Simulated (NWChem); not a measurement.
**Total energies of iodoethane (C2H5I)**

```xyz
8

C      2.4499     0.3888     0.0000
C      1.1211     1.1174     0.0000
I     -0.5996    -0.2481     0.0000
H      2.5683    -0.2454     0.8914
H      3.2687     1.1306     0.0000
H      2.5683    -0.2454    -0.8914
H      0.9742     1.7358     0.8942
H      0.9742     1.7358    -0.8942
```
Charge 0, spin multiplicity 1.

All runs are NWChem calculations. All single points use one geometry, from B3LYP/def2-SVP with def2 effective core potentials on I, held to Cs symmetry and with no frequency check, so it may be a saddle point.

Basis set: def2-SVP (79 functions).

```tsv
method	total energy (Ha)
RHF	-375.24085
MP2	-375.65452
B2PLYP	-376.48146
PBE	-376.73393
B3LYP	-376.96162
LC-wPBE (omega 0.3 per bohr)	-376.82096
CCSD(T)	-375.70448
```

Total energies of different functionals aren't comparable as a measure of quality: only differences taken within one method are. 

Effective core potentials replace the inner electrons of I; spin-orbit coupling is left out. The correlated methods keep 6 core orbitals frozen. B3LYP has NWChem's definition, with VWN1-RPA local correlation. Coupled-cluster values serve here as a point of comparison, not as the truth.
